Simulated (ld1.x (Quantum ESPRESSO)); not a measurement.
Sm (Z = 62): ultrasoft pseudisation with LDA (PZ), scalar-relativistic reference atom.

```json
{"Element": "Sm (Z = 62)", "Generator": "ld1.x (Quantum ESPRESSO) 7.5", "Type": "ultrasoft", "Functional": "LDA (PZ)", "Relativity": "scalar-relativistic", "Frozen core": "[Kr]", "Valence charge": "26", "Reference configuration": "4d10 4f6 5s2 5p6 5d0 6s2 6p0", "Partial waves": "5s (bound): rcut 2.15, rcutus 2.30 bohr; 6s (bound): rcut 2.15, rcutus 2.30 bohr; 5p (bound): rcut 2.20, rcutus 2.60 bohr; 6p (bound, empty): rcut 2.20, rcutus 2.60 bohr; 4d (bound): rcut 1.20, rcutus 1.30 bohr; 5d (bound, empty): rcut 1.20, rcutus 1.30 bohr; 4f (bound): rcut 1.05, rcutus 1.20 bohr; 4f channel at 4.3 Ry: rcut 1.05, rcutus 1.20 bohr", "Local potential": "all-electron potential smoothed inside 1.55 bohr (lloc = -2)", "Core correction": "none", "Augmentation charge": "PSQ, inside the norm-conserving radii"}
```

All-electron outer shells of the reference configuration (LDA (PZ), scalar-relativistic, ld1.x):

```
shell  level (eV)  outermost node (bohr)  outermost maximum (bohr)
   4s     -331.20                   0.30                      0.54
   4p     -246.92                   0.30                      0.56
   4d     -128.67                   0.28                      0.59
   5s      -43.39                   0.69                      1.27
   5p      -23.32                   0.74                      1.43
   6s       -3.73                   1.70                      3.62
   4f       -2.66                      –                      0.61
   5d       -1.84                   0.84                      2.19
   6p       -1.26                   2.06                      4.94
```

What the tests gave:

```
Configuration tests                       : test run stopped at test 4 of 9 (negative rho)
Lowest eigenvalue of the overlap operator : -0.01 (p channel); it is negative, so in a basis up to 400 Ry S is not positive definite and the file is unfit for use
Density cutoff estimated by the generator : 560 Ry
```

The ghost test of this file was not conclusive. Its overlap operator is not positive definite in a basis up to 400 Ry (lowest eigenvalue p -0.01), so the file is unfit for use: the generalised eigenproblem breaks down once the basis is large enough, and its test numbers describe a broken file.

Generation and tests took about 1.7 s on one core of a shared server CPU.
